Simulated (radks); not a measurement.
The numbers below are computed, except where a source is named.
Question: The mean radii <r> (bohr) of the occupied orbitals of an atom or ion are listed with their occupations. Code: a radial shooting solver on a logarithmic mesh with Libxc functionals. Model: Dirac Kohn-Sham, BLYP, spin-unpolarised, spherical densities, finite nucleus; Fermi nuclear charge, rms radius of each element as measured or else 0.836 A^(1/3) + 0.57 fm.

orbital      occ.      <r>
1s1/2           2  0.04549
2s1/2           2   0.2025
2p1/2           2   0.1746
2p3/2           4   0.1783
3s1/2           2   0.5983
3p1/2           2   0.6100
3p3/2           4   0.6207
3d3/2           4   0.6750
3d5/2           6   0.6797
4s1/2           2    1.871
4p1/2    0.666667    2.294
4p3/2     1.33333    2.333

Name the element and its charge. Open shells, if any, are shared by 2j + 1.

Answer: Z = 33, arsenic, charge +1: As+ in [Ar] 3d10 4s2 4p2. The 1s radius gives Z: for a bare nucleus <r> = (2 gamma + 1)/(2Z) with gamma = sqrt(1 - (Z/c)^2), 0.04456 bohr for Z = 33, and screening makes it slightly larger (0.04549 here). The occupations add up to 32, and the charge is Z minus that.
